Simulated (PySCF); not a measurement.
## Multinuclear NMR of C7H13NSi

Geometry:
| atom | x (Å) | y (Å) | z (Å) |
| --- | --- | --- | --- |
| C1 | -2.004 | 2.303 | 2.089 |
| C2 | -1.472 | 1.868 | 0.953 |
| C3 | -0.785 | 0.596 | 0.752 |
| C4 | -0.753 | -0.382 | 1.899 |
| N5 | -0.257 | 0.447 | -0.395 |
| C6 | 0.515 | -0.660 | -0.815 |
| Si7 | 2.351 | -0.137 | -0.495 |
| C8 | 0.354 | -0.871 | -2.279 |
| C9 | 0.452 | -2.042 | -2.883 |
| H10 | -1.984 | 1.731 | 3.002 |
| H11 | -2.482 | 3.266 | 2.150 |
| H12 | -1.505 | 2.485 | 0.066 |
| H13 | -1.736 | -0.448 | 2.360 |
| H14 | -0.455 | -1.374 | 1.570 |
| H15 | -0.040 | -0.042 | 2.649 |
| H16 | 0.322 | -1.600 | -0.276 |
| H17 | 3.207 | -1.236 | -0.943 |
| H18 | 2.618 | 1.092 | -1.233 |
| H19 | 2.503 | 0.088 | 0.945 |
| H20 | 0.152 | 0.031 | -2.838 |
| H21 | 0.644 | -2.949 | -2.332 |
| H22 | 0.344 | -2.145 | -3.949 |

[PySCF 2.14: GIAO PBE0/pcSseg-1 shieldings; geometry from GFN2-xTB; fast rotation and ring inversion assumed for equivalent nuclei; in vacuum; relativity neglected; one computed conformer]

Problem. What are the $^{29}$Si shifts?

Solution. 
```csv
atoms,environment,σ (ppm),δ (ppm)
Si7,"silicon bonded to C, 3 H",412.0,-58.7
```

Shieldings were converted by a linear fit to measured shifts: $^{29}$Si: δ = 279.94 − 0.822σ (rms 8.9 ppm, 72 shifts, 25.8 ppm with the 6 outliers that the fit left out vs TMS, solution or neat liquid). Occasional misses reach two or three times the rms, and more in compound classes unlike the fitted ones.

On a 500 MHz spectrometer $^{29}$Si resonates near 99.3 MHz, so 1 ppm is 99.3 Hz.

Problem. Predict the $^{15}$N NMR data.

Solution. 
```csv
atoms,environment,σ (ppm),δ (ppm)
N5,imine nitrogen,-124.2,-33.7
```

Shieldings were converted by a linear fit to measured shifts: $^{15}$N (scatter 6.3 ppm rms vs CH3NO2, solution or neat liquid). A few per cent of atoms miss by over 2 rms, more outside the fitted compound classes.

On a 500 MHz spectrometer $^{15}$N resonates near 50.7 MHz, so 1 ppm is 50.7 Hz.
